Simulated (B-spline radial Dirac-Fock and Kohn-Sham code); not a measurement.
# W⁶⁺ 5s: cross section and angular parameters

System: tungsten as W⁶⁺ in the configuration 1s2 2s2 2p6 3s2 3p6 3d10 4s2 4p6 4d10 4f14 5s2 5p6; threshold 163.1 eV (orbital energy of the model). These are calculated numbers from a radial B-spline solver; the model is Dirac-Hartree-Slater photoionisation with a Latter tail; cross sections with all multipoles, angular parameters from the dipole term and its interference with E2.

The run's input, task.json:

```json
{"items": [{
  "Z": 74,
  "q": 6,
  "cfg": [[1, 0, 2], [2, 0, 2], [2, 1, 6], [3, 0, 2], [3, 1, 6], [3, 2, 10], [4, 0, 2], [4, 1, 6], [4, 2, 10], [4, 3, 14], [5, 0, 2], [5, 1, 6]],
  "A": 184,
  "rrms": 5.3658,
  "do": "xps",
  "hv": [58.3, 60, 61.8, 71.3, 80, 96.2, 103.0, 105.0, 158.0, 167.0, 200, 221.0, 231.0, 290.0, 300, 324.0, 388.0, 600, 641.0, 800, 971.0, 1000, 1240.0, 3430.0, 4910.0, 5840.0, 9251.7, 11200.0, 12000.0, 13700.0]
}]}
```

Launch: `python xray2_run.py task.json out`

For linearly polarised light dσ/dΩ = σ/(4π) [1 + β P₂(cos θ) + (δ + γ cos²θ) sin θ cos φ], with θ from the polarisation vector and φ the angle between the beam and the projection of the electron momentum on the plane normal to the polarisation.

```
hν (eV)  σ (kb)      β       γ
    200    72.9  1.646   0.187
    221    67.3  1.687   0.220
    231    64.6  1.703   0.240
    290    51.9  1.769   0.320
    300    50.1  1.777   0.332
    324    46.0  1.792   0.351
    388    37.3  1.821   0.391
    600       ?      ?       ?
    641    18.8  1.869   0.446
    800    13.9  1.885   0.449
    971    10.5  1.898   0.442
   1000    10.1  1.899   0.439
   1240    7.26  1.910   0.406
   3430    1.36  1.940   0.067
   4910   0.711  1.946  -0.072
   5840   0.515  1.949  -0.121
 9251.7   0.213  1.953  -0.143
  11200   0.146  1.955  -0.087
  12000   0.127  1.955  -0.054
  13700  0.0970  1.955   0.028
```

Question: Give the values at 600 eV.

Answer: σ = 20.6 kb, β = 1.864, γ = 0.443. For an s subshell δ is negligible.
